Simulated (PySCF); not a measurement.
CH$_{3}$F, charge +1, doublet, geometry from GFN2-xTB (a state made from the parent by changing its charge; the spin is typed, not shown lowest). Base run: PySCF with M062X/STO-3G.

The PySCF input:
```python
from pyscf import gto, scf, dft

mol = gto.M(
    atom='''
C    -0.57309101    0.08399228    0.11214081
F     0.70399105   -0.11149350   -0.09491786
H    -0.84497230   -0.07079984    1.16789950
H    -0.87922493    1.08154650   -0.33862623
H    -1.17317612   -0.51125881   -0.64785744
''',
    basis='sto-3g',
    charge=1,
    spin=1,
    verbose=4,
)

mf = dft.UKS(mol)
mf.xc = 'm062x'
mf.kernel()
mf.analyze()
```

Variants of this job, named by their change:

```json
[
 {"change": "base", "ΔE vs base (mEh)": "0.000", "grid points": "57808", "electrons on the grid": "17.00000"},
 {"change": "grids.atom_grid = (30, 110)", "ΔE vs base (mEh)": "-4.414", "grid points": "12328", "electrons on the grid": "16.99964"},
 {"change": "grids.level = 2", "ΔE vs base (mEh)": "0.014", "grid points": "38928", "electrons on the grid": "17.00000"},
 {"change": "small_rho_cutoff = 0", "ΔE vs base (mEh)": "0.000", "grid points": "57808", "electrons on the grid": "17.00000"},
 {"change": "grids.atom_grid = (150, 974)", "ΔE vs base (mEh)": "-0.002", "grid points": "407704", "electrons on the grid": "17.00000"},
 {"change": "grids.level = 5", "ΔE vs base (mEh)": "-0.007", "grid points": "157480", "electrons on the grid": "17.00000"},
 {"change": "grids.level = 1", "ΔE vs base (mEh)": "0.755", "grid points": "17896", "electrons on the grid": "17.00006"},
 {"change": "grids.level = 0", "ΔE vs base (mEh)": "20.652", "grid points": "4032", "electrons on the grid": "17.00729"},
 {"change": "grids.atom_grid = (75, 302)", "ΔE vs base (mEh)": "0.001", "grid points": "72896", "electrons on the grid": "17.00000"},
 {"change": "grids.radi_method = mura_knowles", "ΔE vs base (mEh)": "0.001", "grid points": "55648", "electrons on the grid": "17.00000"},
 {"change": "grids.becke_scheme = stratmann", "ΔE vs base (mEh)": "0.013", "grid points": "57808", "electrons on the grid": "16.99999"}
]
```

Open shells are given as the SCF converged; they aren't shown to be the lowest states, and a large step between rows can be another state.
